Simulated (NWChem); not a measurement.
HTeF; SMILES F[TeH]

Computed with NWChem. Coordinates come from a PBE0/def2-SVP optimisation. def2 effective core potentials on Te; no spin-orbit coupling. Hybrids' shares of exact exchange are those that their runs print; pure functionals count as 0. The functionals differ in more than this share.

| row | share of exact exchange | orbital gap (eV) |
|---|---|---|
| PBE/def2-SVP | 0.00 | 2.06 |
| BLYP/def2-SVP | 0.00 | 2.02 |
| B3LYP/def2-SVP | 0.20 | 3.70 |
| PBE0/def2-SVP | 0.25 | withheld |
| PW6B95/def2-SVP | 0.28 | 4.32 |

Problem. Fit a straight line of the last column on the one before it, predict the withheld value, and compare with the run.

Solution. 
1. Means of the 4 shown rows: x = 0.120, y = 3.025. Slope Σ(x − x̄)(y − ȳ)/Σ(x − x̄)² = 0.4976/0.06080 = 8.184; intercept 2.043.
2. The shown rows scatter about the line by 0.019 (root mean square); the largest residual is -0.02, at BLYP/def2-SVP.
3. At x = 0.25 (PBE0/def2-SVP; inside the shown range) the line gives 4.09.
4. The run gives 4.17, +0.08 from the line.
